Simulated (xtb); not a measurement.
B(I)2(OMe) (CH3BI2O), SMILES IB(I)OC. All values are semi-empirical tight-binding results from xtb (GFN2-xTB unless named), good for trends rather than for accurate numbers. Geometry optimised at GFN2-xTB. Other conformers were not sampled.

Optimised geometry:

Bonds (Å): B1–I2 2.119, B1–I3 2.136, B1–O4 1.307, O4–C5 1.407, C5–H6 1.092, C5–H7 1.091, C5–H8 1.094. Angles (°): I2–B1–I3 120.6, I2–B1–O4 115.4, I3–B1–O4 124.0, B1–O4–C5 131.7, O4–C5–H6 108.4, O4–C5–H7 108.1, O4–C5–H8 111.7, H6–C5–H7 109.3, H6–C5–H8 109.6, H7–C5–H8 109.8.
Charge 0, spin multiplicity 1.

* **orbital gap**: 4.80 eV
* **zero-point energy**: 28.9 kcal/mol
* **G − E(el) at 298.15 K (modified RRHO)**: 7.0 kcal/mol
* **static polarisability (D4 model)**: 93.9 bohr³
* **solvation energy, GFN2-xTB/ALPB(water)**: -5.0 kcal/mol
* **solvation energy, GFN2-xTB/ALPB(hexane)**: -7.4 kcal/mol

Computed atomic charges and the Wiberg bond orders between heavy atoms:
charges (e) B1 0.43, I2 -0.17, I3 -0.20, O4 -0.30, C5 0.04, H6 0.07, H7 0.07, H8 0.06. Bond orders B1–I2 1.02, B1–I3 1.00, B1–O4 1.36, O4–C5 0.96.
